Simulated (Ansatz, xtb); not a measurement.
# Two isomers of C3H7BF2Si

Structure a: `C=C[C@H]([SiH3])B(F)F`, a singlet. Structure b: `C=C(C[SiH3])B(F)F`, a singlet. Both are isolated molecules in the gas phase, relaxed with B3LYP-D3(BJ)/def2-SVP; the shapes shown needn't be the lowest conformers.

a (Å):

```xyz
14

C     0.2366   -1.1536    1.7484
C     1.1703   -0.5227    1.0287
C     1.5495   -0.8533   -0.3883
B     1.7865    0.3771   -1.3104
F     2.1967    1.5439   -0.8311
F     1.6323    0.3035   -2.6250
Si    3.1632   -1.8934   -0.3545
H     0.0228   -0.8616    2.7795
H    -0.3502   -1.9793    1.3324
H     1.7342    0.2956    1.4921
H     0.8122   -1.5251   -0.8616
H     3.6396   -2.1514   -1.7445
H     4.2156   -1.1493    0.3926
H     2.8796   -3.1843    0.3298
```

b (Å):

```xyz
14

C     1.6486   -1.8625    0.3198
C     0.9193   -0.8849   -0.2527
C    -0.0307   -0.0080    0.5241
B     1.0967   -0.6302   -1.7775
F     1.9587   -1.3167   -2.5139
F     0.3741    0.2859   -2.4082
Si    0.7681    1.6574    0.9796
H     1.5680   -2.0991    1.3870
H     2.3515   -2.4609   -0.2660
H    -0.3549   -0.4942    1.4593
H    -0.9366    0.2120   -0.0647
H     1.8805    1.4254    1.9462
H     1.3248    2.3029   -0.2442
H    -0.2399    2.5671    1.5997
```

Which of the two would you expect CCSD(T)/def2-SVP + ΔMP2/def2-TZVPP electronic energies to favour?

Too close to call at this level: CCSD(T)/def2-SVP + ΔMP2/def2-TZVPP gives E(b) − E(a) = −0.60 kcal/mol.

Level by level:

```
                             level               geometry  E(b) − E(a) (kcal/mol)  departure from the last row (kcal/mol)  job, with rough time for the two
                          GFN2-xTB               GFN2-xTB                     +0.53                                   +1.13              optimisation, 0.16 s
                         HF/STO-3G               GFN2-xTB                     −3.60                                   −3.01              single point, 0.28 s
                r2SCAN-D4/def2-SVP               GFN2-xTB                     −1.03                                   −0.43               single point, 2.9 s
             B3LYP-D3(BJ)/def2-SVP  B3LYP-D3(BJ)/def2-SVP                     −1.33                                   −0.73                optimisation, 45 s
                       HF/def2-SVP  B3LYP-D3(BJ)/def2-SVP                     −1.45                                   −0.85           part of the CCSD(T) run
                      MP2/def2-SVP  B3LYP-D3(BJ)/def2-SVP                     −0.72                                   −0.13           part of the CCSD(T) run
                  CCSD(T)/def2-SVP  B3LYP-D3(BJ)/def2-SVP                     −0.87                                   −0.28                      single point
CCSD(T)/def2-SVP + ΔMP2/def2-TZVPP  B3LYP-D3(BJ)/def2-SVP                     −0.60                                                        single point, 45 s
```

As drawn, both hold the same kinds of bond in the same numbers.

The largest departure from CCSD(T)/def2-SVP + ΔMP2/def2-TZVPP is that of HF/STO-3G, 3.01 kcal/mol. The last row adds to CCSD(T) the change of the MP2 difference between the two basis sets, here +0.28 kcal/mol.

With thermal terms from frequencies at re-optimised GFN2-xTB minima (ideal gas, soft modes damped towards free rotors, one conformer each, 298.15 K, 1 atm): on the last row, ΔE + ΔZPE = −0.48, ΔH = −0.56, ΔG = −0.34 kcal/mol.

The correlated steps freeze 11 core orbitals. Mirror images aren't counted in ΔG. Programs: Ansatz 0.2.0, xtb 6.7.1; the last row on 4 threads of Arm Neoverse V2 on a shared host.
